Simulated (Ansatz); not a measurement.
Geometry optimisation, RKS revPBE/STO-3G (Ansatz 0.2.0).

Input:

```yaml
crystal:
  periodic: [false, false, false]
  atoms:
    - { symbol: B, position_ang: [-0.6221, -1.0843, 1.6264] }
    - { symbol: Si, position_ang: [-0.2997, -1.098, -0.2915] }
    - { symbol: Si, position_ang: [-1.79666, 0.17771, -1.30847] }
    - { symbol: S, position_ang: [-0.32695, -3.01801, -1.17036] }
    - { symbol: Al, position_ang: [-2.40877, -3.6059, -0.58401] }
    - { symbol: H, position_ang: [-1.601, -0.4177, 2.0161] }
    - { symbol: H, position_ang: [0.063, -1.6065, 2.3739] }
    - { symbol: H, position_ang: [0.98978, -0.47124, -0.52158] }
    - { symbol: H, position_ang: [-1.57049, 0.23552, -2.71111] }
    - { symbol: H, position_ang: [-3.1718, -0.31646, -1.04219] }
    - { symbol: H, position_ang: [-1.72129, 1.56536, -0.73556] }
    - { symbol: H, position_ang: [-3.64405, -3.21537, -1.53279] }
    - { symbol: H, position_ang: [-2.71118, -4.32219, 0.85114] }
basis:
  gaussian: { orbitals: STO-3G }
hamiltonian:
  xc: revpbe
relax:
  f_tol: 0.015
  max_steps: 40
output:
  orbitals: {}
```

Launched with:

```bash
$ ansatz run input.yaml --threads 1 --pin off --max-ram 2048MiB --backend cpu --events-out ev --progress --plain --runs-dir out
```

Where does it end, and by what steps?

The forces met the threshold. The force dipped under the threshold on the way, but the program's further checks kept it going. Limits of this set-up: minimal basis. After 36 steps the energy has fallen by 2.404 eV; H6 moved furthest, 1.79 Å. Joined: B1–S4, B1–Al5, Al5–H6.

```
step  energy less start (eV)  largest force component (eV/Å)  accepted
   0                  0.0000                           1.934       yes
   2                 -0.5686                           0.392       yes
   4                 -0.6118                           0.129       yes
   6                 -0.7210                           0.484       yes
   8                 -1.0666                           0.737       yes
  10                 -1.7662                           1.370       yes
  12                 -2.2039                           0.468       yes
  14                 -2.3695                           0.256       yes
  16                 -2.3934                           0.038       yes
  18                 -2.3935                           0.073        no
  20                 -2.3963                           0.011       yes
  22                 -2.3968                           0.014       yes
  24                 -2.3976                           0.069       yes
  26                 -2.3988                           0.066       yes
  28                 -2.3998                           0.081       yes
  30                 -2.4013                           0.109       yes
  32                 -2.4028                           0.015       yes
  34                 -2.4034                           0.102       yes
  36                 -2.4042                           0.013       yes
```

```xyz
13
Properties=species:S:1:pos:R:3
B -0.754 -1.858 1.257
Si -0.421 -0.584 -0.162
Si -1.851 0.474 -1.572
S -0.193 -2.764 -0.431
Al -2.263 -3.293 0.087
H -1.956 -2.083 1.478
H -0.095 -2.037 2.210
H 0.940 -0.070 -0.305
H -1.868 -0.148 -2.893
H -3.215 0.486 -1.060
H -1.416 1.857 -1.735
H -3.334 -2.506 -0.628
H -2.396 -4.652 0.724
```

The run took 2.3 min on 1 thread of Arm Neoverse V1 (shared host), peak memory 0.16 GiB.
